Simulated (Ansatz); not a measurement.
Basis-set series for CH$_{6}$O$_{2}$Si$_{2}$ (`O[SiH]1OC[SiH2]1`). Total charge 0; spin multiplicity 1. The structure was optimised at the PBE0-D4/def2-TZVP level. It is one conformer, not always the lowest.

```tsv
functional	basis	functions	energy (Eh)	HOMO (eV)	LUMO (eV)
PBE0-D4	def2-SVP	108	-770.41500	-7.56	0.14
PBE0-D4	def2-TZVPP	261	-770.86062	-7.60	-0.23
ωB97M-V	def2-SVP	108	-770.74567	-9.60	2.05
ωB97M-V	def2-TZVPP	261	-771.19768	-9.66	1.47
```

Give the rows for def2-QZVPP. (Best estimate.)

Ansatz gave: 
```
functional       basis  functions  energy (Eh)  HOMO (eV)  LUMO (eV)
   PBE0-D4  def2-QZVPP        491   -770.89158      -7.62      -0.36
   ωB97M-V  def2-QZVPP        491   -771.22674      -9.69       1.09
```

Positive LUMOs are unbound and depend on the basis.
